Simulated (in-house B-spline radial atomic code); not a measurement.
B97-1 excitations of As VI (As5+)

Method: B97-1. Computed with an all-electron radial atomic-structure program (B-spline basis): linear response of the closed shell [Ar] 3d10 with the functional's adiabatic kernel; non-relativistic, point nucleus, no spin-orbit coupling, no double excitations, S, P, D and F terms only. Only terms of natural parity with L up to 3 were computed.

Without relativity these are model numbers for so heavy an element.

Command:
```bash
python run_td.py task.json out
```
Settings (radii: box in bohr, nucleus in fm):
```
Z                        33
electrons                28
configuration            [Ar] 3d10
hamiltonian              nr
method                   b97_1
box_radius               16.35
intervals                54
```

Time taken, with all properties: 1.7 s on 1 thread of Arm Neoverse N1, on a shared host.

The lowest states, in the order of their Tamm-Dancoff energies; the method's threshold (minus the highest occupied level) is 111.54 eV. Labels give the largest channel, * marks a mixed state, and oscillator strengths are full-response dipole values. Semilocal kernels can invert the small singlet-triplet splittings of Rydberg terms. Energies in eV:

| state | full response | Tamm-Dancoff | oscillator strength |
| --- | --- | --- | --- |
| 3d → 4s 3D | 40.27 | 40.28 | - |
| 3d → 4s 1D | 40.79 | 40.80 | - |
| 3d → 4p 3P | ? | ? | - |
| 3d → 4p 3F | 52.87 | 52.89 | - |
| 3d → 4p 1F | 53.16 | 53.16 | - |
| 3d → 4p 1P | 54.21 | 54.29 | 0.546 |
| 3d → 4d 3S | 71.18 | 71.22 | - |
| 3d → 4d 3D | 72.04 | 72.05 | - |
| 3d → 4d 1D | 72.64 | 72.65 | - |
| 3d → 4d 1S | 76.91 | 77.54 | - |
| 3d → 5s 3D | ? | ? | - |
| 3d → 5s 1D | 78.39 | 78.39 | - |
| 3d → 5p 3P | 82.53 | 82.54 | - |
| 3d → 5p 3F | 82.66 | 82.67 | - |
| 3d → 5p 1F | 82.86 | 82.86 | - |
| 3d → 5p 1P | 83.11 | 83.13 | 0.0533 |
| 3d → 4f 3P | 86.19 | 86.20 | - |
| 3d → 4f 3F | 86.47 | 86.47 | - |
| 3d → 4f 1F | 86.60 | 86.61 | - |
| 3d → 4f 1P | 86.95 | 86.99 | 0.626 |
| 3d → 5d 3S | 89.55 | 89.57 | - |
| 3d → 5d 3D | 89.83 | 89.83 | - |

(1) Where does 3d → 4p 3P lie?

(2) Where does 3d → 5s 3D lie?

(3) How large is the singlet-triplet splitting of 3d → 4s (D terms) in Tamm-Dancoff?

(4) What polarisabilities and dispersion coefficient does the method give?

Answers

(1) At 52.70 eV in full response, 52.72 eV in Tamm-Dancoff.

(2) At 78.13 eV in full response, 78.13 eV in Tamm-Dancoff.

(3) 0.517 eV, from the unrounded values.

(4) Dipole 0.5355 bohr³, quadrupole 0.6139 bohr⁵, C6 0.8863 hartree·bohr⁶ for two such species.
